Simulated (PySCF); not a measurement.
# Polarisability and C₆ of Au (gold, neutral)

[Xe] 4f14 5d10 6s1, 2S determinant. Computed with PySCF 2.14 in aug-cc-pVTZ-PP with one added diffuse shell each of s, p, d, f, g type with ECP60MDF (7s7p6d4f3g, 113 functions), with a scalar-relativistic core potential. Coupled (time-dependent) response in atomic units; α is the mean over directions.

```csv
method,mean α (bohr³),C₆ (like pair),S(−4)
UHF,50.32,445.6,1676
PBE,36.16,336.0,562.5
PBE0,37.36,342.1,650.9
```

S(−4) is the Cauchy moment in α(ω) = α(0) + S(−4) ω² + …

Reference α: 36 ± 3 bohr³ (recommended; Schwerdtfeger and Nagle, table of static dipole polarizabilities (2023 update)). Published C₆: 427.0 (Gould and Bucko (2016)).

Hartree-Fock lies above the reference because it lacks correlation, which contracts the outer shell.

α(iu) at PBE0:

```
u (hartree)  α(iu) (bohr³)
          0          37.36
     0.0500          35.83
      0.100          32.18
      0.200          24.18
      0.300          18.47
      0.500          12.14
      0.750          8.320
       1.00          6.193
       1.50          3.891
       2.00          2.688
       3.00          1.501
       5.00         0.6533
```

Energies and moments cover only the electrons outside the core potential. Spin-orbit coupling, which splits the p, d and f shells strongly at this Z, is absent.
